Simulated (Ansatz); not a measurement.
Stepwise reaction of `[CH3][Ti]([OH])([F])[F]` with water, as a gas-phase model of exchange steps in deposition or etching. ΔE in kJ/mol; ΔG adds harmonic PBE0-D4 terms to CCSD(T)/CBS, at 1 bar.

Computed with Ansatz on PBE0-D4/def2-TZVP structures; ΔE is electronic, products minus reactants. CCSD(T)/CBS is the MP2 limit (def2-TZVPP, def2-QZVPP) plus CCSD(T) − MP2 in def2-TZVPP, frozen cores. This one scheme is used for every species. Functionals use def2-TZVPP. B3LYP here is the variant with VWN-RPA as its local correlation; programs differ in this. For Ti outer-core shells are correlated without core-valence functions, which leaves a few kJ/mol of doubt a bond. Scalar relativity is left out up to krypton. Each species was taken in one conformer, which may not be the lowest.

```tsv
step	reaction	PBE-D4	B3LYP-D4	ωB97M-V	CCSD(T)/CBS	ΔG(600 K)
2	`[CH3][Ti]([OH])([OH])[F]` + H₂O → `[CH3][Ti]([OH])([OH])[OH]` + H–F	58.1	56.3	57.1	49.1	39.5
```

(1) Give the row of step 1, `[CH3][Ti]([OH])([F])[F]` + H₂O → `[CH3][Ti]([OH])([OH])[F]` + H–F. (Estimate.)

(2) By hand: ΔE of the 2 steps together at CCSD(T)/CBS.

Results:

(1) The calculation gave: 
```json
{"step": "1", "reaction": "`[CH3][Ti]([OH])([F])[F]` + H₂O → `[CH3][Ti]([OH])([OH])[F]` + H–F", "PBE-D4": "49.8", "B3LYP-D4": "48.4", "ωB97M-V": "49.7", "CCSD(T)/CBS": "42.0", "ΔG(600 K)": "42.5"}
```

(2) (42.0) + (49.1) = 91.1 kJ/mol, or 45.5 kJ/mol a step.

In ΔE each step is higher than the one before. All are uphill at CCSD(T)/CBS. ΔG lies between 39.5 and 42.5 kJ/mol a step. PBE-D4 differs from CCSD(T)/CBS by 7.8 to 9.0 kJ/mol a step. Only this route is followed, and other bonds may react first. Isolated molecules leave out the surface, adducts and barriers. Largest T1 diagnostic: 0.023.
